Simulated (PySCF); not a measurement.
A calculated (UHF, PySCF 2.14, x2c-TZVPall, the spin-free X2C one-electron Hamiltonian (Gaussian nucleus)) atom or ion has these occupied shells.

| shell | electrons | orbital energy (eV) | rms radius, mean of both spins (bohr) |
| --- | --- | --- | --- |
| 1s | 2 | -3655.9 | 0.0937 |
| 2s | 2 | -403.24 | 0.418 |
| 2p | 6 | -319.53 | 0.388 |
| 3s | 2 | -53.797 | 1.37 |
| 3p | 6 | -31.847 | 1.56 |

Task: Name the element and its charge.

Result: K⁺ (potassium, charge +1), in [Ar], closed-shell 1S.
